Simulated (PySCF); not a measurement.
TDDFT excited states: C5H6F3N

C₅H₆F₃N.
Atom-mapped SMILES: `[CH2:1]=[N:2][C:3](=[CH2:4])[CH2:5][C:6]([F:7])([F:8])[F:9]` (hydrogens: H10, H11 on C1; H12, H13 on C4; H14, H15 on C5)

Theory: TDDFT CAM-B3LYP/def2-SVPD, vertical, gas phase, core orbitals frozen in the response in PySCF. Isolated species at its GFN2-xTB geometry (one conformer only). Torsions of this conformer, `[CH2:1]=[N:2][C:3](=[CH2:4])[CH2:5][C:6]([F:7])([F:8])[F:9]`: C1–N2–C3–C4 -52°, N2–C3–C5–C6 -82°, C3–C5–C6–F7 61°.

List the vertical singlet excitations with oscillator strengths and describe the spectrum.

| state | E (eV) | E (hartree) | f | \|μ\| (D) | main configurations (H = HOMO, L = LUMO) |
| --- | --- | --- | --- | --- | --- |
| S1 | 4.46 | 0.1639 | 0.036 | 1.47 | H→L (78%), H-1→L (15%) |
| S2 | 6.21 | 0.2281 | 0.105 | 2.11 | H-1→L (78%), H→L (15%) |
| S3 | 6.59 | 0.2420 | 0.127 | 2.26 | H→L+1 (67%), H→L+2 (15%) |
| S4 | 7.15 | 0.2628 | 0.082 | 1.74 | H→L+2 (65%), H→L+1 (21%) |
| S5 | 7.58 | 0.2787 | 0.019 | 0.81 | H→L+3 (25%), H-2→L (25%), H-1→L+1 (21%) |
| S6 | 7.72 | 0.2837 | 0.016 | 0.73 | H→L+3 (50%), H-2→L (20%), H-1→L+2 (13%) |
| S7 | 8.06 | 0.2963 | 0.076 | 1.58 | H→L+4 (52%), H→L+5 (15%) |
| S8 | 8.19 | 0.3011 | 0.106 | 1.84 | H-2→L (28%), H-1→L+1 (26%), H-3→L (14%) |

Triplets, Tamm–Dancoff:

```json
{"state": "T1", "E (eV)": "3.43", "λ (nm)": "361.7", "main configurations (H = HOMO, L = LUMO)": "H→L (91%)"}
{"state": "T2", "E (eV)": "4.37", "λ (nm)": "284.0", "main configurations (H = HOMO, L = LUMO)": "H-1→L (70%), H→L+2 (11%)"}
{"state": "T3", "E (eV)": "4.97", "λ (nm)": "249.5", "main configurations (H = HOMO, L = LUMO)": "H-2→L (31%), H→L+2 (25%), H→L+1 (15%)"}
```

The lowest singlet comes at 278 nm (430 kJ/mol) in the ultraviolet; it is of moderate strength; its leading configuration is HOMO→LUMO (78%). The most intense listed level is S3 at 6.59 eV (188 nm, f = 0.127), 2.13 eV above S1. Löwdin shares by element: HOMO carbon 56% or more, nitrogen 31%; LUMO carbon 53% or more, nitrogen 24% (atoms not listed hold the other 23%). The listed states span 3.73 eV, and the widest gap between neighbours is 1.75 eV (S1 to S2). Orbital energies (eV): HOMO-3 -12.30, HOMO-2 -11.54, HOMO-1 -9.98, HOMO -8.49, LUMO -0.20, LUMO+1 1.22, LUMO+2 1.68. The oscillator strengths of these states sum to 0.567; summed over the whole spectrum of an exact calculation they would give the number of electrons, 70 (Thomas–Reiche–Kuhn). Only the lowest 8 singlets were computed, as vertical energies without vibronic structure.

The run took 68 s wall on an Arm Neoverse V1 with one thread (shared host).
